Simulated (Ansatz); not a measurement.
Ansatz (a first-principles code) input (X2C-CCSD(T)/cc-pVTZ-DK):

Ansatz 0.2 input:
```yaml
crystal:
  periodic: [false, false, false]
  atoms:
    - {symbol: B, position_ang: [-0.46528430, 0.13659271, -0.03609799]}
    - {symbol: C, position_ang: [-1.57128985, 1.22660866, -0.27746799]}
    - {symbol: C, position_ang: [-0.81743948, -1.37355100, 0.26455159]}
    - {symbol: O, position_ang: [0.82865959, 0.56030363, -0.09904717]}
    - {symbol: C, position_ang: [1.93543708, -0.30933492, 0.09754199]}
    - {symbol: H, position_ang: [-2.21023732, 0.94194147, -1.12057353]}
    - {symbol: H, position_ang: [-1.16362192, 2.21913980, -0.47191157]}
    - {symbol: H, position_ang: [-2.24082805, 1.28910215, 0.58736112]}
    - {symbol: H, position_ang: [-0.40648384, -1.69338788, 1.22833079]}
    - {symbol: H, position_ang: [-0.37582833, -2.04128369, -0.48322054]}
    - {symbol: H, position_ang: [-1.89119820, -1.56131090, 0.28348428]}
    - {symbol: H, position_ang: [2.84247699, 0.28383801, -0.00678243]}
    - {symbol: H, position_ang: [1.91572596, -0.75603313, 1.09427016]}
    - {symbol: H, position_ang: [1.94689307, -1.10973485, -0.64584457]}
basis:
  gaussian:
    orbitals: cc-pVTZ-DK
magnetization: {spin_polarized: false}
correlation: {method: ccsd_t, electrons: outside_noble_gas}
```

Output:

```
Functional definition: HF
integrals: 2.10 GiB planned
1557 factors; integrals over basis functions are off by at most 9.9e-4 eV
mean field: 1.26 GiB planned
mean field evaluation 1: about -5944.8949 eV, gradient 4.1e1 eV
mean field evaluation 2: about -5945.1181 eV, gradient 4.1e1 eV
mean field evaluation 4: about -5949.2096 eV, gradient 4.8e0 eV
mean field evaluation 8: about -5949.2748 eV, gradient 2.4e-1 eV
mean field evaluation 16: about -5948.3305 eV, gradient 1.8e1 eV
mean field -5949.27520479 eV, -218.6318312125 hartree, gradient 3.6e-6 eV, S^2 0.000000; 0 other end points of the search recorded, 0 dependent functions left out
5 core orbitals not correlated
reference -5949.27520479 eV, -218.6318312125 hartree; 15, 15 occupied and 256, 256 virtual orbitals, 1557 factors
second order -23.73100620 eV of doubles, -0.00000000 eV of singles
coupled cluster: 4.98 GiB planned
cycle   1  -24.38783436 eV  change   -6.6e-1 eV  update   9.9e-2
cycle   2  -24.94158897 eV  change   -5.5e-1 eV  update   2.8e-2
cycle   3  -25.06144333 eV  change   -1.2e-1 eV  update   1.6e-2
cycle   4  -25.05279648 eV  change    8.6e-3 eV  update   4.1e-3
cycle   5  -25.05224133 eV  change    5.6e-4 eV  update   2.1e-3
cycle   6  -25.05266364 eV  change   -4.2e-4 eV  update   6.3e-4
cycle   7  -25.05236874 eV  change    2.9e-4 eV  update   2.1e-4
cycle   8  -25.05237630 eV  change   -7.6e-6 eV  update   6.0e-5
cycle   9  -25.05239986 eV  change   -2.4e-5 eV  update   1.8e-5
perturbative correction -0.94636430 eV, -0.0347782466 hartree
Total energy: -5975.27396895 eV, -219.5872681727 hartree
Relativity: scalar
```
